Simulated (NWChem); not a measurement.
# C$_{2}$HCl$_{2}$, doublet; SMILES Cl[C]=CCl

```xyz
5

Cl     0.3867    -1.8045     0.0000
C     -0.8511    -0.6863     0.0000
C     -0.9625     0.6376     0.0000
Cl     0.4099     1.7320     0.0000
H     -1.9423     1.1385     0.0000
```
Atoms are numbered in this order, from 1.

Program: NWChem. Spin-unrestricted. In the optimisation the excess spin sits in a' (Cs, its own frame). Structure relaxed at the PBE-D3(BJ)/def2-SVP, spin-unrestricted level. No stability test was run on the SCF state. Vzz is the largest principal value of the second derivative of the potential at the nucleus (NWChem prints the opposite sign); η is the asymmetry. Non-relativistic.

For level CAM-B3LYP/def2-SVP:

```yaml
Vzz Cl1 (a.u.): 3.441
Vzz Cl4 (a.u.): 3.788
```

Problem. How do the values read with level PBE/def2-SVP instead?

Solution. 
- Vzz Cl1 (a.u.) = 3.258
- Vzz Cl4 (a.u.) = 3.636
